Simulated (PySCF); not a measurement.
**Electric field gradients and quadrupole coupling constants**

Species: C5H9NO.
Cartesian coordinates in Å at the GFN2-xTB level; atoms count from 1:
```xyz
16
C5H9NO angstrom
O      1.932   -1.388   -0.659
C      1.470   -0.089   -0.375
C      0.219   -0.081    0.509
C     -0.931   -0.852   -0.160
C     -1.858    0.261   -0.555
N     -1.564    1.409   -0.136
C     -0.353    1.356    0.645
H      2.138   -1.833    0.170
H      2.261    0.508    0.103
H      1.240    0.357   -1.346
H      0.470   -0.498    1.488
H     -0.591   -1.430   -1.020
H     -1.439   -1.533    0.527
H     -2.739    0.099   -1.155
H     -0.603    1.609    1.678
H      0.340    2.115    0.275
```

Field gradients from the PBE0/pcSseg-1 density (PySCF, non-relativistic), principal values in atomic units, ordered |Vxx| ≤ |Vyy| ≤ |Vzz|:

```csv
atom,Vxx,Vyy,Vzz
O1,0.0693,1.8842,-1.9535
N6,0.3620,0.7423,-1.1042
```

Task: Find the asymmetry η = (Vxx − Vyy)/Vzz and the couplings χ = eQV/h (234.96 MHz × Q in barn × V in au), with Q(17O) = −0.0256 b, Q(14N) = 0.02044 b.

Result: 
| atom | environment | nucleus | η | χzz (MHz) | χxx (MHz) | χyy (MHz) |
| --- | --- | --- | --- | --- | --- | --- |
| O1 | alcohol oxygen | 17O | 0.93 | 11.75 | -0.42 | -11.33 |
| N6 | imine nitrogen | 14N | 0.34 | -5.30 | 1.74 | 3.56 |

At O1 η is above 0.9: Vyy and Vzz are nearly equal in size and opposite in sign, so a small change could swap them and flip the sign of χzz. The tensor is traceless: Vxx + Vyy + Vzz = 0.

Task: What is Vzz at O1 in SI units (1 au = 9.71736 × 10²¹ V/m²)?

Result: -1.9535 au = -18.983 × 10²¹ V/m².

Task: And the gradient at the other heavy atoms, for which no coupling is worked out here?

Result: 
| atom | environment | Vzz (au) | η |
| --- | --- | --- | --- |
| C2 | carbinol carbon (C–OH) | 0.343 | 0.23 |
| C3 | sp3 CH carbon | 0.057 | 0.21 |
| C4 | ring CH2 carbon | 0.075 | 0.48 |
| C5 | imine carbon | 0.378 | 0.30 |
| C7 | sp3 carbon bound to nitrogen | 0.189 | 0.32 |

Task: What couplings would deuterons (Q(2H) = 0.00286 b) have in place of the hydrogens, at this geometry?

Result: 
| atom | bonded to | bond length (Å) | Vzz (au) | η | χzz (kHz) |
| --- | --- | --- | --- | --- | --- |
| H8 | O1 | 0.964 | 0.4671 | 0.14 | 314 |
| H9 | C2 | 1.100 | 0.2838 | 0.06 | 191 |
| H10 | C2 | 1.093 | 0.2935 | 0.05 | 197 |
| H11 | C3 | 1.093 | 0.3021 | 0.02 | 203 |
| H12 | C4 | 1.091 | 0.3036 | 0.02 | 204 |
| H13 | C4 | 1.092 | 0.3064 | 0.02 | 206 |
| H14 | C5 | 1.078 | 0.3294 | 0.02 | 221 |
| H15 | C7 | 1.093 | 0.2997 | 0.03 | 201 |
| H16 | C7 | 1.092 | 0.3004 | 0.03 | 202 |

Geometry: GFN2-xTB, one conformer, isolated molecule. GFN2-xTB bond lengths can be off by several hundredths of an ångström, more for odd bonds, and the gradients follow them. The basis is small and wasn't made for field gradients, so the couplings can be 20 % off.
